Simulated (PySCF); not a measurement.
**Dipole response of K (potassium, neutral)**

[Ar] 4s1, 2S determinant. Calculation: PySCF 2.14, in aug-cc-pwCVTZ-X2C with one added diffuse shell each of s, p, d, f type (10s9p7d4f, 100 functions); the spin-free X2C one-electron Hamiltonian (Gaussian nucleus). Coupled (time-dependent) response in atomic units; α is the mean over directions.

```csv
method,mean α (bohr³),C₆ (like pair),S(−4)
UHF,408.2,6431,160700
PBE,322.0,4521,100900
PBE0,346.7,5045,116600
```

S(−4) is the Cauchy moment in α(ω) = α(0) + S(−4) ω² + …

Reference α: 289.7 ± 0.3 bohr³ (recommended; Schwerdtfeger and Nagle, table of static dipole polarizabilities (2023 update)). Published C₆: 3923 (Chu and Dalgarno (2004); Tang, Norbeck and Certain (1976)).

Hartree-Fock lies above the reference because it lacks correlation, which contracts the outer shell.

α(iu) at PBE:

```tsv
u (hartree)	α(iu) (bohr³)
0	322.0
0.0500	181.8
0.100	81.44
0.200	28.68
0.300	15.99
0.500	8.485
0.750	5.383
1.00	3.844
1.50	2.252
2.00	1.467
3.00	0.7550
5.00	0.3068
```

A single London oscillator, α(iu) = α/(1 + u²/ω²), gives C₆ = (3/4) ω α². Matching the computed C₆ needs ω = 4 × 4521 / (3 × 322.0²) = 0.0581 hartree.
